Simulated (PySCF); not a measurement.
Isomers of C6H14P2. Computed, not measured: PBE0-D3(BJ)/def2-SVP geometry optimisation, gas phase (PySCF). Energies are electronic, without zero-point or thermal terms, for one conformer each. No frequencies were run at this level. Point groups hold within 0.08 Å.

Problem. Order them by energy at this level, lowest first, and give relative energies in kcal/mol.
A. `[CH2:1]=[P@:2]([CH3:3])(/[CH:4]=[CH:5]/[CH3:6])[CH2:7][PH2:8]` with C1–P2–C4–C5 113°, C1–P2–C7–P8 -50°, P2–C7–P8–H 85° and 180°
B. `[PH2:1][P:2]1[CH2:3][CH2:4][CH2:5][CH2:6][CH2:7][CH2:8]1` with H–P1–P2–C3 -83° and -176°, P1–P2–C3–C4 -172°, P2–C3–C4–C5 60°, C3–C4–C5–C6 -70°, C4–C5–C6–C7 94°
C. `[CH2:1]=[CH:2][CH2:3][P@:4](=[CH2:5])([PH2:6])[CH2:7][CH3:8]` with C1–C2–C3–P4 -108°, C2–C3–P4–C5 172°, C3–P4–P6–H 53° and 148°, C3–P4–C7–C8 167°
D. `[CH2:1]=[CH:2][P:3]([CH2:4][CH3:5])[P:6]([CH3:7])[CH3:8]` with C1–C2–P3–C4 -146°, C2–P3–C4–C5 74°, C2–P3–P6–C7 -178°
E. `[CH2:1]=[CH:2][CH2:3][P@:4]([CH3:5])([PH2:6])=[CH:7][CH3:8]` with C1–C2–C3–P4 -104°, C2–C3–P4–C5 175°, C3–P4–P6–H -179° and -86°

Solution. B (0.0), D (16.9), E (56.6), C (58.2), A (59.3).

As drawn, the highest has a C=C bond outside aromatic rings, which the lowest lacks. Neighbours under 2.5 kcal/mol apart (C=CC[P@](C)(P)=CC and C=CC[P@](=C)(P)CC; C=CC[P@](=C)(P)CC and C=[P@](C)(/C=C/C)CP) can change places with a better method, another conformer or zero-point energy.

| SMILES | E (Eh) | E rel (kcal/mol) | dipole (D) | point group | A, B, C (MHz) |
| --- | --- | --- | --- | --- | --- |
| PP1CCCCCC1 | -918.87348 | 0.0 | 1.09 | C1 | 2435, 948.6, 757.3 |
| C=CP(CC)P(C)C | -918.84657 | 16.9 | 0.06 | C1 | 1711, 1081, 733.8 |
| C=CC[P@](C)(P)=CC | -918.78326 | 56.6 | 1.29 | C1 | 1604, 1003, 833.2 |
| C=CC[P@](=C)(P)CC | -918.78080 | 58.2 | 1.87 | C1 | 1739, 970.4, 905.8 |
| C=[P@](C)(/C=C/C)CP | -918.77904 | 59.3 | 3.62 | C1 | 2827, 654.8, 633.6 |

Problem. How do the relative energies change in single points at PBE0/pcSseg-1 (no added dispersion term) on the same geometries?

Solution. 
| SMILES | PBE0-D3(BJ)/def2-SVP (kcal/mol) | PBE0/pcSseg-1 (kcal/mol) | shift |
| --- | --- | --- | --- |
| PP1CCCCCC1 | 0.0 | 0.0 | 0.0 |
| C=CP(CC)P(C)C | 16.9 | 12.4 | -4.5 |
| C=CC[P@](C)(P)=CC | 56.6 | 53.5 | -3.1 |
| C=CC[P@](=C)(P)CC | 58.2 | 55.1 | -3.1 |
| C=[P@](C)(/C=C/C)CP | 59.3 | 54.5 | -4.8 |

Each column counts from its own lowest isomer. The lowest isomer stays, but the order above it changes; the largest shift is 4.8 kcal/mol.
